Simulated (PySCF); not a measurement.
O₃S, charge -1, doublet, at a GFN2-xTB geometry (a state made from the parent by changing its charge; the spin is typed, not shown lowest) (in this run its highest filled SCF level lies above zero, so its values depend strongly on the basis, on diffuse functions most of all); R2SCAN/cc-pVDZ run with PySCF.

Here is a job for PySCF.
```python
from pyscf import gto, scf, dft

mol = gto.Mole()
mol.atom = '''
    O    -0.69438500   -1.24941139   -0.21223180
    S    -0.00917055   -0.00457520    0.24346489
    O    -0.72815248    1.23702084   -0.16677856
    O     1.44087858    0.02154096   -0.10791941
'''
mol.basis = 'cc-pvdz'
mol.charge = -1
mol.spin = 1
mol.verbose = 4
mol.build()

mf = dft.UKS(mol)
mf.xc = 'r2scan'
mf.kernel()
```

Write the output that PySCF gives for this input, abridged.


```
PySCF version 2.14.0

[INPUT] verbose = 4
[INPUT] num. atoms = 4
[INPUT] num. electrons = 41
[INPUT] charge = -1
[INPUT] spin (= nelec alpha-beta = 2S) = 1
[INPUT] symmetry False subgroup None
[INPUT] Mole.unit = angstrom
[INPUT] Symbol           X                Y                Z      unit          X                Y                Z       unit  Magmom
[INPUT]  1 O     -0.694385000000  -1.249411390000  -0.212231800000 AA   -1.312197475006  -2.361045344012  -0.401059976923 Bohr   0.0
[INPUT]  2 S     -0.009170550000  -0.004575200000   0.243464890000 AA   -0.017329827912  -0.008645874965   0.460081963047 Bohr   0.0
[INPUT]  3 O     -0.728152480000   1.237020840000  -0.166778560000 AA   -1.376008764123   2.337630597979  -0.315165801849 Bohr   0.0
[INPUT]  4 O      1.440878580000   0.021540960000  -0.107919410000 AA    2.722865894952   0.040706514860  -0.203938128425 Bohr   0.0

nuclear repulsion = 177.025356521777
number of shells = 20
number of NR pGTOs = 119
number of NR cGTOs = 60
basis = cc-pvdz
ecp = {}

******** <class 'pyscf.dft.uks.UKS'> ********
method = UKS
initial guess = minao
damping factor = 0
level_shift factor = 0
DIIS = <class 'pyscf.scf.diis.CDIIS'>
diis_start_cycle = 1
diis_space = 8
diis_damp = 0
SCF conv_tol = 1e-09
SCF conv_tol_grad = None
SCF max_cycles = 50
direct_scf = True
direct_scf_tol = 1e-13
number electrons alpha = 21  beta = 20
XC library pyscf.dft.libxc version 7.1.2
    S. Lehtola, C. Steigemann, M. J. T. Oliveira, and M. A. L. Marques,  SoftwareX 7, 1–5 (2018)
XC functionals = r2scan
    J. W. Furness, A. D. Kaplan, J. Ning, J. P. Perdew, and J. Sun,  J. Phys. Chem. Lett. 11, 8208–8215 (2020)
    J. W. Furness, A. D. Kaplan, J. Ning, J. P. Perdew, and J. Sun,  J. Phys. Chem. Lett. 11, 9248–9248 (2020)
    J. W. Furness, A. D. Kaplan, J. Ning, J. P. Perdew, and J. Sun,  J. Phys. Chem. Lett. 11, 8208–8215 (2020)
    J. W. Furness, A. D. Kaplan, J. Ning, J. P. Perdew, and J. Sun,  J. Phys. Chem. Lett. 11, 9248–9248 (2020)
radial grids:
    Treutler-Ahlrichs [JCP 102, 346 (1995); DOI:10.1063/1.469408] (M4) radial grids

becke partition: Becke, JCP 88, 2547 (1988); DOI:10.1063/1.454033
pruning grids: <function nwchem_prune>
grids dens level: 3
symmetrized grids: False
atomic radii adjust function: <function treutler_atomic_radii_adjust>
small_rho_cutoff = 0
Set gradient conv threshold to 3.16228e-05
tot grids = 61128
init E= -624.535303657563

cycle= 1 E= -623.389073425157  delta_E= 1.15  |g|= 0.934  |ddm|= 1.92
cycle= 2 E= -622.603546320127  delta_E= 0.786  |g|= 1.68  |ddm|= 1.69
cycle= 3 E= -623.706139257851  delta_E= -1.1  |g|= 0.114  |ddm|=  1.2
cycle= 4 E= -623.712242489726  delta_E= -0.0061  |g|= 0.0382  |ddm|= 0.161
cycle= 5 E= -623.71290499944  delta_E= -0.000663  |g|= 0.00539  |ddm|= 0.0347
cycle= 6 E= -623.712922057159  delta_E= -1.71e-05  |g|= 0.00148  |ddm|= 0.00643
cycle= 7 E= -623.712923914927  delta_E= -1.86e-06  |g|= 0.000452  |ddm|= 0.00244
cycle= 8 E= -623.712923941466  delta_E= -2.65e-08  |g|= 0.000444  |ddm|= 0.000642
cycle= 9 E= -623.712924017095  delta_E= -7.56e-08  |g|= 0.000133  |ddm|= 0.000456
cycle= 10 E= -623.712924024927  delta_E= -7.83e-09  |g|= 9.17e-06  |ddm|= 0.000118
cycle= 11 E= -623.712924024989  delta_E= -6.12e-11  |g|= 4.23e-06  |ddm|= 1.41e-05
Extra cycle  E= -623.712924024982  delta_E= 6.82e-12  |g|= 6.59e-06  |ddm|= 7.12e-06
converged SCF energy = -623.712924024982  <S^2> = 0.75357378  2S+1 = 2.0035706
```
